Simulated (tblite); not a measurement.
2-ethoxypentane, C7H16O.
Geometry (GFN2-xTB, Å), atoms numbered from 1 in this order:
```xyz
24
C7H16O angstrom
C      3.0494    0.9806    0.5013
C      1.5394    0.8056    0.4058
C      1.1480   -0.1490   -0.7194
C     -0.3671   -0.3529   -0.8057
C     -0.7407   -1.1662   -2.0490
O     -0.7810   -1.0261    0.3755
C     -2.0935   -0.7546    0.8098
C     -2.2017    0.5380    1.6187
H      3.4462    1.3871   -0.4269
H      3.5338    0.0257    0.6910
H      3.3050    1.6611    1.3104
H      1.1536    0.4097    1.3460
H      1.0737    1.7793    0.2330
H      1.5068    0.2383   -1.6749
H      1.6101   -1.1220   -0.5460
H     -0.8569    0.6307   -0.8636
H     -0.2411   -2.1308   -2.0192
H     -0.4406   -0.6363   -2.9486
H     -1.8145   -1.3351   -2.0873
H     -2.3683   -1.6053    1.4405
H     -2.7879   -0.7199   -0.0410
H     -1.5348    0.4946    2.4757
H     -3.2222    0.6688    1.9686
H     -1.9275    1.3985    1.0128
```

Calculated harmonic vibrations of the isolated species, GFN2-xTB (tblite), most abundant isotopes, no scaling. The method is semi-empirical: single wavenumbers can be off by several per cent or more. One conformer, not necessarily the lowest.

Harmonic wavenumbers (cm⁻¹): 45.4, 68.4, 81.6, 107.8, 171.7, 182.7, 197.8, 231.1, 270.1, 322.8, 352.7, 413.0, 487.0, 530.4, 775.7, 811.6, 854.5, 898.8, 919.4, 953.8, 976.3, 1010.5, 1056.9, 1074.8, 1104.6, 1112.5, 1125.2, 1131.3, 1157.8, 1190.4, 1236.5, 1270.5, 1272.8, 1282.3, 1321.9, 1333.7, 1337.7, 1367.0, 1396.2, 1401.0, 1414.9, 1468.8, 1470.1, 1486.9, 1487.8, 1491.6, 1496.0, 1500.4, 1504.9, 1507.1, 2858.3, 2881.3, 2954.4, 2961.9, 2976.7, 2995.6, 2999.8, 3028.7, 3031.8, 3034.3, 3036.2, 3039.5, 3043.1, 3044.2, 3049.1, 3049.6.

A = 2463, B = 1213, C = 887.9 MHz; mass 116.120 u (most abundant isotopes); point group C1, symmetry number 1.

Zero-point energy?

Half the sum of the wavenumbers: 47825 cm⁻¹ = 136.74 kcal/mol.

Give the ideal-gas entropy at 200 K and 1 bar in the rigid-rotor, harmonic-oscillator model (classical rotation).

Translation 38.21, rotation 27.99, vibration 22.61: S = 88.8 cal/(mol K).

And Cp and H(200 K) − H(0)?

Cp = 30.46 cal/(mol K), of which vibrations give 22.51 (their classical limit is 66 R = 131.2); H(200 K) − H(0) = 4.02 kcal/mol without the zero-point energy, 2.43 from vibrations.

How do the functions run with temperature in this model?

| T (K) | S (cal/(mol K)) | Cp (cal/(mol K)) | H − H(0) (kcal/mol) | G − H(0) (kcal/mol) | ln q(vib) |
| --- | --- | --- | --- | --- | --- |
| 50 | 59.0 | 14.4 | 0.53 | -2.42 | 0.63 |
| 100 | 71.2 | 21.1 | 1.42 | -5.69 | 2.11 |
| 298.15 | 102.7 | 40.4 | 7.48 | -23.15 | 8.17 |
| 373.15 | 112.7 | 49.1 | 10.83 | -31.24 | 10.32 |
| 500 | 129.1 | 63.1 | 17.97 | -46.58 | 13.90 |
| 750 | 159.0 | 84.4 | 36.58 | -82.67 | 20.87 |
| 1000 | 185.4 | 98.8 | 59.59 | -125.78 | 27.55 |

q(vib) and H(0) count from the zero-point level.

Blend soft modes into free rotors: weight 1/[1 + (100 cm⁻¹/ν̃)⁴] for the oscillator and the rest for a rotor with moment μB/(μ + B), μ = h/(8π²ν), B = 10⁻⁴⁴ kg m². What vibrational entropy results?

20.94 cal/(mol K) in place of 22.61, which changes −T·S at 200 K by +0.33 kcal/mol.

What must be added to the electronic energy to get the Gibbs energy at 200 K and 1 bar?

ZPE + [H(200 K) − H(0)] − T·S = 136.74 + 4.02 − 17.76 = 123.00 kcal/mol.

Which modes carry the vibrational entropy at 200 K?

45.4 cm⁻¹: 4.22; 68.4 cm⁻¹: 3.42; 81.6 cm⁻¹: 3.07; 107.8 cm⁻¹: 2.54; 171.7 cm⁻¹: 1.69; 182.7 cm⁻¹: 1.58 cal/(mol K); the other 60 give 6.08 together.

Hindered rotation and anharmonicity are outside this model. Other conformers, if any are populated, would add a mixing term that is left out. The structure is chiral; the term R ln 2 for an equal mix with its mirror image is left out.
